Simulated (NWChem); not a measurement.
The numbers come from NWChem runs, not from measurements. System: C2H2Cl, charge 0, spin multiplicity 2, at a geometry optimised with UPBE0/def2-SVP. The structure started from a generated list of species. Its SCF solution wasn't tested for a lower state. Level: ROCCSD(T)/def2-SVP, 7 core orbitals frozen.

Input file:

```
start mol
memory heap 100 mb stack 700 mb global 1900 mb
geometry units angstroms nocenter noautoz
  C      1.692043    -0.335244     0.000000
  C      0.436020    -0.701523     0.000000
  Cl    -0.893451     0.435913     0.000000
  H      2.317127     0.554312     0.000000
  H      0.103166    -1.744232     0.000000
  symmetry group Cs
end
basis spherical
  * library def2-svp
end
scf
  rohf
  nopen 1
  maxiter 100
  thresh 1e-7
  semidirect memsize 60000000 filesize 0
  # guess.movecs holds the orbitals of an unrestricted PBE0 run
  vectors input guess.movecs output mol.movecs
end
tce
  freeze core 7
  ccsd(t)
  2eorb
  2emet 13
  thresh 1e-6
  maxiter 100
  tilesize 24
end
task tce energy
```

Output (cleaned and shortened):

```
             Northwest Computational Chemistry Package (NWChem) 7.3.0
             --------------------------------------------------------

                                NWChem Input Module
                                -------------------

 Scaling coordinates for geometry "geometry" by  1.889725989
 (inverse scale =  0.529177249)

 Turning off AUTOSYM since
 SYMMETRY directive was detected!

                             Geometry "geometry" -> ""
                             -------------------------

 Output coordinates in angstroms (scale by  1.889725989 to convert to a.u.)

  No.       Tag          Charge          X              Y              Z
 ---- ---------------- ---------- -------------- -------------- --------------
    1 C                    6.0000     1.69204300    -0.33524400     0.00000000
    2 C                    6.0000     0.43602000    -0.70152300     0.00000000
    3 Cl                  17.0000    -0.89345100     0.43591300     0.00000000
    4 H                    1.0000     2.31712700     0.55431200     0.00000000
    5 H                    1.0000     0.10316600    -1.74423200     0.00000000

 Effective nuclear repulsion energy (a.u.)      80.8548558910

            Nuclear Dipole moment (a.u.)
            ----------------------------
        X                 Y               Z
 ---------------- ---------------- ----------------
     0.0000075589    -0.0000018897     0.0000000000

      Symmetry information
      --------------------

 Group name             Cs
 Group number              2
 Group order               2
 No. of unique centers     5

      Symmetry unique atoms

     1    2    3    4    5


 Summary of "ao basis" -> "" (spherical)
 ------------------------------------------------------------------------------
       Tag                 Description            Shells   Functions and Types
 ---------------- ------------------------------  ------  ---------------------
 *                          def2-svp                  on all atoms

 Summary of "ao basis" -> "ao basis" (spherical)
 ------------------------------------------------------------------------------
[...]
          Available MA space size is     104854532 doubles

 Maximum block size supplied by input
 Maximum block size        24 doubles

 tile_dim =     14

 -------------------------------------------------
   1    alpha     a'     6 doubles       0       1
   2    alpha     a'     1 doubles       6       2
   3    alpha     a"     2 doubles       7       3
   4    beta      a'     6 doubles       9       4
   5    beta      a"     2 doubles      15       5
   6    alpha     a'    14 doubles      17       6
   7    alpha     a'    14 doubles      31       7
   8    alpha     a"    12 doubles      45       8
   9    beta      a'     1 doubles      57       9
  10    beta      a'    14 doubles      58      10
  11    beta      a'    14 doubles      72      11
  12    beta      a"    12 doubles      86      12

 Global array virtual files algorithm will be used

 Parallel file system coherency ......... OK

 4-electron integrals stored in orbital form

 v2    file size   =           727003
 4-index algorithm nr.  13 is used
 imaxsize =       30
 imaxsize ichop =        0


CCSD iterations
 ---------------------------------------------------------
 Iter          Residuum       Correlation     Cpu    Wall
 ---------------------------------------------------------
    1   0.1517777646076  -0.3777354691023     0.5     0.5
    2   0.0446708605270  -0.3977777020833     0.4     0.4
    3   0.0198861176570  -0.4050757871141     0.4     0.4
    4   0.0118755148385  -0.4072591656954     0.4     0.4
    5   0.0105860958649  -0.4079729982569     0.3     0.3
    6   0.0033413445260  -0.4088541786570     0.3     0.3
    7   0.0022478329350  -0.4088262550860     0.3     0.3
    8   0.0019539997641  -0.4088971764410     0.4     0.4
    9   0.0019770043337  -0.4088912218328     0.4     0.4
   10   0.0022687992514  -0.4089411228407     0.4     0.4
   11   0.0003613504147  -0.4089698185987     0.4     0.4
   12   0.0002208588817  -0.4089786430367     0.4     0.4
   13   0.0001606120134  -0.4089749066072     0.4     0.4
   14   0.0001457362228  -0.4089792111548     0.5     0.5
   15   0.0001477589384  -0.4089746040237     0.4     0.4
   16   0.0000338093922  -0.4089770195227     0.4     0.4
   17   0.0000226198755  -0.4089758362223     0.4     0.4
   18   0.0000191632075  -0.4089764038478     0.4     0.4
   19   0.0000195898868  -0.4089764109238     0.4     0.4
   20   0.0000220958541  -0.4089768487148     0.5     0.5
   21   0.0000040095498  -0.4089771934370     0.4     0.4
   22   0.0000024294156  -0.4089772369331     0.4     0.4
   23   0.0000018163467  -0.4089771993725     0.5     0.5
   24   0.0000016869545  -0.4089772544356     0.4     0.4
   25   0.0000017598782  -0.4089772049127     0.4     0.4
   26   0.0000004019662  -0.4089772423485     0.4     0.4
 -----------------------------------------------------------------
 Iterations converged
 CCSD correlation energy / hartree =        -0.408977242348492
 CCSD total energy / hartree       =      -536.502289525217861

 Singles contributions

 Doubles contributions
    17a"  (alpha)    17a"  (beta ) ---    15a"  (alpha)    15a"  (beta )       -0.1059260242
 CCSD(T)
 Using plain CCSD(T) code
             total no. of tasks          373
 total no. of tasks / no. procs          373
                         wl_min           24           1.7
                         wl_max       592704           9.2
        thresh for no. of tasks          373

 CCSD[T]  correction energy / hartree =        -0.014202123955466
 CCSD[T] correlation energy / hartree =        -0.423179366303957
 CCSD[T] total energy / hartree       =      -536.516491649173304
 CCSD(T)  correction energy / hartree =        -0.013598722100872
 CCSD(T) correlation energy / hartree =        -0.422575964449363
 CCSD(T) total energy / hartree       =      -536.515888247318685

 Task  times  cpu:       19.4s     wall:       19.4s

 Total times  cpu:       19.5s     wall:       19.5s
```
